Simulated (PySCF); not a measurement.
HgBr, SMILES [Br][Hg+], charge +1.

The structure is a stationary point at PBE0-D3(BJ)/def2-TZVP. The spin state was assumed, not searched. The def2 effective core potentials stand for the cores of Hg; spin–orbit coupling is left out.

These are PBE0-D3(BJ)/def2-TZVP run with PySCF values and carry that method's errors.

Frequencies are harmonic and unscaled.

```tsv
mode	ν (cm⁻¹)	IR (km/mol)	moving atoms (share of kinetic energy)
1	252	0.1	Br 72 %, Hg 28 %
```
